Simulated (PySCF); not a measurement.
**Static response to an electric field**

Compound: C3H7NSi.
Structure used (GFN2-xTB), in Å, numbered top down from 1:
```xyz
12
C3H7NSi angstrom
C     -2.2173    0.9029    0.1491
C     -1.2319    0.1935    0.6733
Si    -0.0229   -0.8627   -0.3095
N      1.5145   -0.4364    0.3480
C      2.5703    0.0285   -0.1223
H     -2.3901    0.9366   -0.9151
H     -2.9006    1.4859    0.7492
H     -1.1079    0.1991    1.7492
H     -0.2314   -0.6554   -1.7497
H     -0.1295   -2.2809    0.0393
H      3.4163    0.2075    0.5382
H      2.7316    0.2806   -1.1757
```

Level: PBE0/def2-SVPD (PySCF), static field, nuclei fixed, core orbitals frozen in the response. The polarisability tensor in these axes (au):

```
x   92.19 -4.95 -0.30
y   -4.95 62.11 -0.51
z   -0.30 -0.51 62.32
```

Problem. What are the eigenvalues, a third of the trace, and Δα (Δα² = ½Σ(αi − αj)² over the three pairs)?

Solution. Principal values 61.07, 62.56 and 92.98 au; mean 72.21 au = 10.70 Å³ = 11.91 × 10⁻⁴⁰ C²·m²/J; Δα = 31.19 au (43 % of the mean).

Problem. What is the dipole moment, and where does it point?

Solution. (0.36, 0.80, -0.84) D, 1.22 D in size, pointing from the negative to the positive side. Measured along this direction, the outermost atoms are H10 at the negative end and H12 at the positive end.

Problem. Give the principal axes and the span of the nuclei along them.

Solution. Largest value along (0.99, -0.16, -0.01), where the nuclei span 6.44 Å; middle along (-0.06, -0.40, 0.91), 2.93 Å; least along (0.15, 0.90, 0.41), 3.28 Å. The strongest response lies along the longest span, while the other two are in reverse order.

Problem. Sum over states: ᾱ = Σ f/ω², ω in Eh. What share falls to these 8 lowest TDDFT singlets (eV, f)? 4.01, 0.0003; 5.53, 0.0154; 6.20, 0.0367; 6.50, 0.0177; 6.55, 0.0138; 6.86, 0.0095; 7.09, 0.2004; 7.20, 0.0615.

Solution. They add up to 5.62 au, 7.8 % of the 72.21 au; the largest single term is 2.95 au, from the state at 7.09 eV. Terms in order: 0.01, 0.37, 0.71, 0.31, 0.24, 0.15, 2.95, 0.88 au. Higher excitations give the rest. The strengths listed sum to 0.355.

Problem. How large is μ²/3kT at 400 K beside α?

Solution. In Gaussian units μ²/3kT = 8.92 Å³ against 10.70 Å³, a ratio of 0.83; the Debye molar polarisation (4π/3)N_A(α + μ²/3kT) is 49.5 cm³/mol, leaving out the vibrational part.

Problem. Molar refractivity from α?

Solution. Lorentz–Lorenz: R = (4π/3)N_A α = 2.5225 cm³/(mol·Å³) × 10.70 Å³ = 27.0 cm³/mol, in the limit of long wavelengths.

The structure is a single GFN2-xTB conformer in the gas phase; no vibrational or solvent corrections.

The run behind these numbers computed excited states as well. On an Arm Neoverse N1 with one thread, no GPU, shared host with 64 logical CPUs at a one-minute load of 56, this took 26 s of wall time and 0.63 GiB of memory at its peak.
